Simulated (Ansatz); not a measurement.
`F[SiH2]N[SiH3]` → F• + `[SiH2]N[SiH3]`•  (homolysis of the F–Si bond)

Calculated with Ansatz (gas phase, PBE0-D4/def2-TZVP geometries, no zero-point term in ΔE). CCSD(T)/CBS adds triple-zeta CCSD(T) − MP2 to the extrapolated MP2 energy (def2 sets, frozen cores). This one scheme is used for every species, atoms too. DFT in def2-TZVPP. B3LYP here is the variant with VWN-RPA as its local correlation; programs differ in this. HSE06 is defined as in plane-wave codes. No spin–orbit coupling; open shells (•) take unrestricted orbitals. Spin–orbit coupling would lower the free atoms: a little for F. One conformer a species, not always the lowest.

`F[SiH2]N[SiH3]`:

Z-matrix (Å, degrees):
```
Si
N 1 1.706
F 1 1.601 2 112.6
H 1 1.478 2 108.8 3 117.8
H 1 1.480 2 109.3 3 -117.5
Si 2 1.733 1 128.1 3 -87.6
H 2 1.011 1 115.6 3 85.3
H 6 1.487 2 110.9 1 -127.0
H 6 1.487 2 112.0 1 112.6
H 6 1.483 2 106.7 1 -7.3
```

`[SiH2]N[SiH3]`•:

Cartesian coordinates in Å:
```
Si -1.442 0.530 -0.932
N 0.200 0.493 -0.388
Si 0.851 -0.338 0.983
H -2.073 -0.766 -0.553
H -1.452 0.708 -2.415
H 0.820 1.144 -0.852
H 2.002 -1.196 0.591
H -0.238 -1.180 1.536
H 1.332 0.604 2.030
```

```csv
level,ΔE (kcal/mol),difference from CCSD(T)/CBS
LDA (SPW92),177.2,15.8
revPBE-D4,150.4,-11.0
BLYP-D4,154.9,-6.5
r2SCAN-D4,154.9,-6.5
B97M-V,156.6,-4.8
PBE0-D4,152.9,-8.5
B3LYP-D4,154.7,-6.7
r2SCANh-D4,153.4,-8.0
r2SCAN0-D4,151.3,-10.1
HSE06-D4,153.0,-8.4
BHLYP-D4,150.4,-11.0
CAM-B3LYP-D4,158.4,-3.0
ωB97X-V,158.5,-2.9
ωB97M-V,159.8,-1.6
B2PLYP,157.1,-4.3
PBE,156.0,-5.4
revPBE,149.5,-11.9
BLYP,154.3,-7.1
PBE0,152.7,-8.7
B3LYP,154.3,-7.1
r2SCANh,153.3,-8.1
r2SCAN0,151.2,-10.2
HSE06,152.8,-8.6
BHLYP,150.1,-11.3
CAM-B3LYP,158.1,-3.3
LC-ωPBE,156.7,-4.7
RPA@PBE/def2-TZVPP,145.5,-15.9
HF/def2-SVP,117.0,-44.4
MP2/def2-SVP,154.0,-7.4
CCSD/def2-SVP,145.8,-15.6
CCSD(T)/def2-SVP,146.5,-14.9
HF/def2-TZVPP,121.8,-39.6
MP2/def2-TZVPP,164.5,3.1
SCS-MP2/def2-TZVPP,161.1,-0.3
CCSD/def2-TZVPP,154.4,-7.0
CCSD(T)/def2-TZVPP,156.4,-5.0
HF/def2-QZVPP,122.5,-38.9
SCS-MP2/def2-QZVPP,164.4,3.0
MP2/CBS(def2),169.5,8.1
CCSD/CBS(def2),159.4,-2.0
CCSD(T)/CBS,161.4,0
```

(1) What do rigid-rotor, harmonic-oscillator terms from PBE0-D4/def2-TZVP frequencies (298.15 K, 1 bar) make of the CCSD(T)/CBS value? (An estimate is asked.)

Largest T1 diagnostic among the species: 0.014.

Results:

(1) The calculation gave: ΔZPE = -3.4 kcal/mol, ΔH = +159.1 kcal/mol, ΔS = 149 J/(mol·K), ΔG = +148.5 kcal/mol. Open shells count their whole term as degenerate. Modes under 50 cm⁻¹ make the entropy rough.

From PBE to PBE0 (25 % exact exchange), in def2-TZVPP and without D4, ΔE moves by −3.3 kcal/mol: exact exchange takes away binding that semilocal exchange gives to molecules. At CCSD(T), def2-SVP lies −14.9 kcal/mol from the extrapolated value and def2-TZVPP −5.0 kcal/mol: correlation converges slowly with the basis, and small sets miss more of it in the bonded molecule than in its fragments.

CCSD(T)/CBS has its own doubt, a few kJ/mol and more with outer-core shells, so smaller differences from it don't rank the levels.
